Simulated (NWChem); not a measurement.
CF2, singlet; SMILES F[C]F

Results from NWChem. Low-valent species are run as closed-shell singlets; no triplet was tried in these runs. Structure relaxed at the PBE0-D3(BJ)/def2-TZVP level. Level PBE0/def2-TZVP: energy and gradient; each run changes one setting, and changes count from the defaults (medium grid, exact Coulomb integrals, symmetry on).

```
setting          size of the energy change (μHa)  largest change of a gradient component (μHa/bohr)
---------------  -------------------------------  -------------------------------------------------
defaults                                    < 10                                               < 30
symmetry off                                < 10                                        other frame
coarse grid                                 < 10                                                200
extra-fine grid                             < 10                                               < 30
Becke weights                               < 10                                               < 30
```
